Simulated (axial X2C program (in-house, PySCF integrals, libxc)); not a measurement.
## Spin–orbit effects down a group: molecules with In, PBE0

Computed with an in-house all-electron X2C program for linear molecules (integrals from PySCF), spin-free (one-electron X2C) or two-component (2c: spin–orbit coupling with atomic mean-field Coulomb and Gaunt terms, which also bring small scalar terms), in Dyall basis sets with cores contracted in-house; open shells are unrestricted.

Basis sets: Br dyall-cv3z, Cl dyall-av3z, F dyall-av3z, I dyall-cv3z, In dyall-cv3z.

```json
{"molecule": "InF", "spin-free state": "M_S = 0, Λ = 0", "Re (Å)": "1.995", "ωe (cm⁻¹)": "524.5", "De (eV)": "5.44", "2c state": "Ω = 0", "Re 2c (Å)": "1.995", "ωe 2c (cm⁻¹)": "524.4", "De 2c (eV)": "n/a"}
{"molecule": "InCl", "spin-free state": "M_S = 0, Λ = 0", "Re (Å)": "2.418", "ωe (cm⁻¹)": "309.8", "De (eV)": "4.56", "2c state": "Ω = 0", "Re 2c (Å)": "2.418", "ωe 2c (cm⁻¹)": "309.8", "De 2c (eV)": "n/a"}
{"molecule": "InBr", "spin-free state": "M_S = 0, Λ = 0", "Re (Å)": "2.560", "ωe (cm⁻¹)": "218.4", "De (eV)": "4.16", "2c state": "Ω = 0", "Re 2c (Å)": "2.561", "ωe 2c (cm⁻¹)": "218.2", "De 2c (eV)": "n/a"}
{"molecule": "InI", "spin-free state": "M_S = 0, Λ = 0", "Re (Å)": "2.774", "ωe (cm⁻¹)": "173.5", "De (eV)": "3.66", "2c state": "Ω = 0", "Re 2c (Å)": "2.776", "ωe 2c (cm⁻¹)": "172.7", "De 2c (eV)": "n/a"}
```

Q: Work out the shifts from the spin-free to the two-component result.

A: 

| molecule | 2c state | ΔRe (Å) | Δωe (cm⁻¹) | ΔDe (eV) |
| --- | --- | --- | --- | --- |
| InF | Ω = 0 | 0.000 | -0.1 | n/a |
| InCl | Ω = 0 | 0.000 | 0.0 | n/a |
| InBr | Ω = 0 | 0.001 | -0.2 | n/a |
| InI | Ω = 0 | 0.002 | -0.8 | n/a |

Shifts of one unit in the last digit are rounding.

Each entry is the lowest single determinant of a limited PBE0 search at one distance. De goes to single-determinant-based atoms at the same level (for ions the charge split of lowest energy) and is withheld (n/a) where an atom does not fit its ground term or J level. Main or longest-lived isotopes. The functionals have no current term, which raises determinants with orbital currents.
